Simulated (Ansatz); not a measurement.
Calculated with Ansatz (gas phase, PBE0-D4/def2-TZVP geometries, no zero-point term in ΔE). CCSD(T)/CBS adds triple-zeta CCSD(T) − MP2 to the extrapolated MP2 energy (def2 sets, frozen cores). One conformer a species, not always the lowest.

Reaction (ligand exchange at the Si–S bond): `[SiH3]SS[SiH3]` + `[OH][Al]([F])[SH]` → `[F][Al]([SH])[O][SiH3]` + `[SiH3]SS`

`[SiH3]SS[SiH3]`:

Cartesian coordinates in Å:
```
Si 0.601 -1.425 1.332
S 0.638 0.716 1.384
S 1.227 0.989 -0.594
Si -0.737 1.301 -1.390
H 1.950 -1.950 1.012
H -0.376 -1.895 0.320
H 0.186 -1.852 2.694
H -1.582 0.106 -1.148
H -0.549 1.519 -2.848
H -1.357 2.492 -0.763
```

`[OH][Al]([F])[SH]`:

Cartesian coordinates in Å:
```
O 0.970 0.768 -1.285
Al -0.201 0.045 -0.323
F -1.683 -0.219 -0.978
S 0.155 -0.550 1.730
H 1.861 0.968 -1.007
H -1.101 -1.012 1.863
```

`[F][Al]([SH])[O][SiH3]`:

Cartesian coordinates in Å:
```
F 1.392 -1.930 1.686
Al 0.559 -0.547 1.397
S 0.132 0.730 3.085
O 0.072 -0.161 -0.149
Si -0.320 0.026 -1.718
H -0.508 1.619 2.305
H 0.891 0.387 -2.500
H -0.893 -1.235 -2.256
H -1.326 1.112 -1.852
```

`[SiH3]SS`:

```xyz
7

Si   -0.693    0.697   -0.237
S     0.932   -0.404   -1.098
S     1.814   -0.988    0.676
H    -0.175    1.784    0.628
H    -1.556   -0.211    0.560
H    -1.458    1.260   -1.380
H     1.136   -2.138    0.851
```

```json
{"level": "HF/def2-TZVPP", "ΔE (eV)": "-0.82"}
{"level": "CCSD/CBS(def2)", "ΔE (eV)": "-0.55"}
```

What does CCSD(T)/CBS give? (Best estimate.)

Computed: -0.50 eV. The listed levels differ from it by -0.32, -0.05 eV.

Largest T1 diagnostic among the species: 0.012.

From PBE to PBE0 (25 % exact exchange), in def2-TZVPP and without D4, ΔE moves by −0.07 eV. The D4 term adds +0.08 eV with B3LYP and +0.04 eV with PBE0; it sums over pairs of atoms, weighted by their polarisabilities, and B3LYP, whose exchange is more repulsive, gets the larger term.

B3LYP here is the variant with VWN-RPA as its local correlation; programs differ in this.
